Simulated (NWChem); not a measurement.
Molecule: C$_{5}$H$_{8}$; SMILES CC#CCC

B3LYP is NWChem's, with the RPA form of VWN correlation.

Give the equilibrium geometry at B3LYP/6-31G* (spherical d) (NWChem) as a list of bonds and angles, with the point group.

point group Cs; any orientation.
Bonds (Å): C1–C2 1.462, C1–H6 1.097, C1–H7 1.097, C1–H8 1.097, C2–C3 1.210, C3–C4 1.466, C4–C5 1.541, C4–H9 1.099, C4–H10 1.099, C5–H11 1.095, C5–H12 1.095, C5–H13 1.096. Angles (°): C2–C1–H6 111.4, C2–C1–H7 111.4, C2–C1–H8 111.4, H6–C1–H7 107.5, H6–C1–H8 107.5, H7–C1–H8 107.5, C1–C2–C3 179.8, C2–C3–C4 178.9, C3–C4–C5 113.1, C3–C4–H9 109.5, C3–C4–H10 109.5, C5–C4–H9 109.3, C5–C4–H10 109.3, H9–C4–H10 105.8, C4–C5–H11 110.8, C4–C5–H12 110.8, C4–C5–H13 110.4, H11–C5–H12 107.9, H11–C5–H13 108.4, H12–C5–H13 108.4.
